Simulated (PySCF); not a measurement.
Si(CF3)(Cl)2(H) (CHCl2F3Si), SMILES FC(F)(F)[SiH](Cl)Cl.

Geometry: ωB97X-D3(BJ)/def2-SVP.

Vertical ionisation energy (IE) and electron affinity (EA) in eV. Rows of orbital energies are one-electron estimates. Where ΔSCF, EOM or ADC give a negative EA the extra electron is unbound and the value depends on the basis.

```json
[
 {"level": "−ε(HOMO), −ε(LUMO), r2SCAN/def2-TZVP (PySCF)", "IE": "[?]", "EA": "[?]"},
 {"level": "−ε(HOMO), −ε(LUMO), PBE/def2-TZVP (PySCF)", "IE": "7.93", "EA": "1.32"}
]
```

Task: What belongs in the gaps? (The exact figures need the calculation; the answer reports its results.)

Result: 
- −ε(HOMO), −ε(LUMO), r2SCAN/def2-TZVP (PySCF), IE: 8.31
- −ε(HOMO), −ε(LUMO), r2SCAN/def2-TZVP (PySCF), EA: 0.99
